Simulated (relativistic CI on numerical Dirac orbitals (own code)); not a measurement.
# Lu³⁺: L2,3 absorption edge

Computed with this model: Dirac-Coulomb-Breit CI, separate exchange-only KLI orbitals for each configuration, a model potential for QED, valence Slater integrals scaled by 0.7, multiplet model of core-to-valence dipole absorption; configurations [Xe] 4f14 → [He] 2s2 2p5 3s2 3p6 3d10 4s2 4p6 4d10 4f14 5s2 5p6 5d; 10 K; Lorentzian 5 eV and Gaussian 1 eV FWHM. Energies are those of the free ion, without screening or charge transfer. The branching ratio is the share of the lower-energy edge in the whole absorption, uncertain by about 0.02 where the edges overlap. S is read from ⟨S²⟩ = S(S + 1).

Field parameters in Wybourne normalisation: D3d B²₀ = −7Dσ, B⁴₀ = −14Dq − 21Dτ, B⁴₃ = −14√(10/7) Dq. The field is a parameter set, without covalency.

free ion: ground-state S = 0.00, centroid 9575.21 eV, branching ratio 0.703. Peaks (eV, height): 9247.0 (100), 10352.5 (42).

D3d, 10Dq = 27200, Dσ = -360, Dτ = 240 cm⁻¹: ground-state S = 0.00, centroid 9575.21 eV, branching ratio 0.703. Peaks (eV, height): 9246.0 (100), 10351.5 (46).

The statistical ratio of this edge is 2/3 = 0.667. Values above it arise where the holes sit mainly in the j = l + 1/2 valence subshell or the ground state has high spin; values below it where core-valence Coulomb terms move weight to the upper edge, as in nearly empty shells. At deep edges of heavy elements the radial integrals of the two core levels differ, which raises the baseline.

Strongest unbroadened transitions for free ion:

```json
{"Energy (eV)": "9246.42", "Relative strength": "2.5"}
{"Energy (eV)": "9247.14", "Relative strength": "100.0"}
{"Energy (eV)": "10352.46", "Relative strength": "43.3"}
```
